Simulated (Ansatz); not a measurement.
Reaction (formal exchange of groups at the Si–S bond): `CN[SiH](F)S` + `C=CCBr` → `CN[SiH](F)Br` + `C=CCS`

Program: Ansatz. Geometries: PBE0-D4/def2-TZVP. ΔE: electronic, gas phase. CBS: MP2 limit from def2 TZ/QZ plus the TZ coupled-cluster correction, frozen cores. For Br outer-core shells are correlated without core-valence functions, which leaves a few kJ/mol of doubt a bond. Scalar relativity is left out up to krypton. Each species was taken in one conformer, which may not be the lowest.

| species | HF/CBS(def2) energy (Eh) |
| --- | --- |
| `CN[SiH](F)S` | -881.98646 |
| `C=CCBr` | -2689.01600 |
| `CN[SiH](F)Br` | -3056.34173 |
| `C=CCS` | -514.67704 |

Question: Work out ΔE.

Answer: ΔE = (-3056.34173) + (-514.67704) − (-881.98646) − (-2689.01600) = -0.01631 Eh = -42.8 kJ/mol. CCSD(T)/CBS gives -39.3 kJ/mol.

Largest T1 diagnostic among the species: 0.011.

From PBE to PBE0 (25 % exact exchange), in def2-TZVPP and without D4, ΔE moves by −3.2 kJ/mol. In def2-TZVPP, CCSD(T) changes the Hartree–Fock value by +6.8 kJ/mol (the triples alone add +1.3 kJ/mol) and MP2 by +4.8 kJ/mol.
